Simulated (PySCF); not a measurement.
(Z)-1-chloropent-1-ene (C₅H₉Cl), SMILES C(=C/Cl)/CCC. Atoms are numbered in the order given.

```xyz
15

C     -3.1651     0.1810     0.0523
C     -1.8952    -0.6199    -0.2346
C     -0.7211     0.2640    -0.6953
C      0.5160    -0.5186    -1.0136
C      1.6887    -0.4893    -0.3552
Cl     2.0088     0.5271     1.0264
H     -2.9928     0.9373     0.8462
H     -3.5126     0.7250    -0.8510
H     -3.9937    -0.4742     0.3883
H     -2.1013    -1.3912    -1.0095
H     -1.5833    -1.1796     0.6735
H     -0.4912     1.0178     0.0861
H     -1.0361     0.8301    -1.6016
H      0.4671    -1.2235    -1.8632
H      2.5538    -1.1069    -0.6385
```
Charge 0, spin multiplicity 1.

The structure is a stationary point at PBE-D3(BJ)/def2-SVP. One conformer was computed; it need not be the lowest.

Two levels are set side by side: PBE/pcSseg-1 (PySCF) and PBE0/pcSseg-1 (PySCF). GIAO shifts against HCl (³⁵Cl), TMS (¹H), TMS (¹³C) at the same level; non-relativistic, no solvent, atoms listed together averaged. Without spin–orbit terms, shifts of atoms bonded to Cl or Br come out too high at both levels. Differences are taken from unrounded values.

```csv
quantity,PBE0
δ(¹³C) of C1 (ppm),20.2
δ(¹³C) of C2 (ppm),29.8
δ(¹³C) of C3 (ppm),36.3
δ(¹³C) of C4 (ppm),144.9
δ(¹³C) of C5 (ppm),136.0
δ(³⁵Cl) of Cl6 (ppm),185.7
δ(¹H) of H14 (ppm),6.35
δ(¹H) of H15 (ppm),6.50
```

### Question
What does PBE give, and how far is it from PBE0? (An estimate is asked for; the answer gives what the named calculation found.)

### Answer

```tsv
quantity	PBE	PBE minus PBE0
δ(¹³C) of C1 (ppm)	20.9	0.7
δ(¹³C) of C2 (ppm)	31.9	2.1
δ(¹³C) of C3 (ppm)	38.7	2.4
δ(¹³C) of C4 (ppm)	142.5	-2.4
δ(¹³C) of C5 (ppm)	134.9	-1.1
δ(³⁵Cl) of Cl6 (ppm)	214.4	28.7
δ(¹H) of H14 (ppm)	6.30	-0.05
δ(¹H) of H15 (ppm)	6.48	-0.02
```

Rough cost on one machine, each run with all the roots and properties that it gave: PBE0 against PBE within a factor of 2.
